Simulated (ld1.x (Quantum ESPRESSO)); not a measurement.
Ranking PAW potentials for Ne (Z = 10)

All share these settings but for the change named:

neon, PAW, made with ld1.x (Quantum ESPRESSO) 7.5 (LDA (PZ), scalar-relativistic). Core [He], reference 2s2 2p4 (charge +2). Waves: 2s (bound): rcut 0.50, rcutus 0.55 bohr; 2s channel at -0.55 Ry: rcut 0.50, rcutus 0.55 bohr; 2p (bound): rcut 1.65, rcutus 1.80 bohr; 2p channel at -2.8 Ry: rcut 1.65, rcutus 1.80 bohr; 3d channel at -0.15 Ry: rcut 1.35, rcutus 1.65 bohr; 3d channel at 1.5 Ry: rcut 1.35, rcutus 1.65 bohr. Local part: all-electron potential smoothed inside 1.70 bohr (lloc = -1). Core correction: a·sin(br)/r model core, default radius (ld1.x builds one for every PAW set, though the input has nlcc=.false.). Augmentation charge: BG, radius 0.55 bohr.

Cutoff: the first of the cutoffs (Ry, on a coarse ladder) from which the occupation-weighted sum of valence levels, in a spherical-Bessel basis at the reference potential, stays within 10 and 1 mRy of its value at 400 Ry; the density cutoff is not measured.

The base gives 120 Ry.

Of 9 variants that were run, those that failed, showed a ghost or another fault, or gave nearly equal values are left out.

Problem. Rank these variants from softest to hardest (loose cutoff).
A. all radii but the core radius scaled by about 1.30 (s 0.72, p 2.34, d 2.14 bohr, rcut 0.64/2.14/1.76); local potential all-electron potential smoothed inside 2.20 bohr (lloc = -1); augmentation BG, radius 0.72 bohr
B. all radii but the core radius scaled by about 0.88 (s 0.48, p 1.58, d 1.44 bohr, rcut 0.44/1.44/1.18); local potential all-electron potential smoothed inside 1.50 bohr (lloc = -1); augmentation BG, radius 0.48 bohr
C. all radii but the core radius scaled by about 1.09 (s 0.60, p 1.96, d 1.80 bohr, rcut 0.54/1.80/1.46); local potential all-electron potential smoothed inside 1.84 bohr (lloc = -1); augmentation BG, radius 0.60 bohr
D. all radii but the core radius scaled by about 0.96 (s 0.52, p 1.74, d 1.58 bohr, rcut 0.48/1.58/1.30); local potential all-electron potential smoothed inside 1.64 bohr (lloc = -1); augmentation BG, radius 0.52 bohr
E. all radii but the core radius scaled by about 1.39 (s 0.76, p 2.50, d 2.28 bohr, rcut 0.70/2.28/1.86); local potential all-electron potential smoothed inside 2.36 bohr (lloc = -1); augmentation BG, radius 0.76 bohr

Solution. A (30 Ry), E (35 Ry), C (90 Ry), D (140 Ry), B (160 Ry).
